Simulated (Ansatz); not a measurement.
A nudged elastic band was laid between two geometries of ClGeH3O (6 atoms, charge 0, multiplicity 1).

Level of theory: Ansatz 0.2.0, RKS PBE0-D4/def2-SVP.

| Property | Result |
| --- | --- |
| movable images | 7 |
| climbing image | yes |
| spring | 5.0 eV/Å² |
| optimiser | quadratic models (default) |
| start path | through a guess of the saddle point |
| force threshold | 0.05 eV/Å |
| iteration limit | 60 |
| end points | relaxed |

First end point:

```xyz
6
Properties=species:S:1:pos:R:3
Ge 0.273 -0.062 -0.018
Cl 0.447 0.113 2.132
H 1.660 0.078 -0.642
O -0.656 1.306 -0.639
H -1.548 1.354 -0.280
H -0.441 -1.396 -0.284
```

Last end point:

```xyz
6
Properties=species:S:1:pos:R:3
Ge -0.186 -0.416 -0.988
Cl 1.390 -0.083 1.495
H 2.333 0.555 0.891
O -0.941 1.210 -0.902
H -1.672 1.270 -0.278
H -1.188 -1.144 0.052
```

What changes between the two ends?

Bonds broken: Ge1–Cl2, Ge1–H3. Bonds formed: Cl2–H3. ClGeH3O becomes ClH + GeH2O.

Give the energies along the band, and the barrier.

The run converged. The highest image is number 4 of 0 to 8, 53.2 kcal/mol above the first end and 11.9 kcal/mol above the last; the last end lies 41.2 kcal/mol above the first. A vibrational analysis at the climbing image gives one clearly imaginary mode, 921i cm⁻¹: a first-order saddle point. The orbitals stay closed-shell, which can raise the energy where a bond breaks towards radicals; this wasn't checked here.

```csv
image,path coordinate (Å),energy (kcal/mol),Ge1–Cl2 (Å),Ge1–H3 (Å),Cl2–H3 (Å)
0,0.00,0.0,2.16,1.53,3.03
1,0.39,2.0,2.17,1.52,2.81
2,0.77,14.5,2.22,1.51,2.42
3,1.16,39.4,2.38,1.52,2.02
4,1.54,53.2,2.58,1.64,1.66
5,1.97,45.4,2.86,2.04,1.35
6,2.40,42.8,3.04,2.54,1.30
7,2.82,41.6,2.99,3.01,1.29
8,3.25,41.2,2.96,3.29,1.29
```

What is the geometry of the highest image?


```xyz
6
Properties=species:S:1:pos:R:3:forces:R:3
Ge 0.235 -0.051 -0.513 0.00 0.00 0.00
Cl 1.115 -0.004 1.913 0.00 0.00 -0.01
H 1.630 0.114 0.341 0.00 0.00 0.00
O -0.795 1.376 -0.677 0.01 0.00 0.00
H -1.719 1.223 -0.446 -0.01 0.00 0.00
H -0.730 -1.265 -0.349 0.00 0.00 0.00
```

What are the harmonic wavenumbers there?

921i, 133, 279, 374, 578, 587, 726, 769, 914, 1661, 2063, 3889 cm⁻¹.

Run time: 2.6 min on 1 thread of Intel(R) Xeon(R) 6975P-C (Granite Rapids) (shared host), peak memory 0.19 GiB.
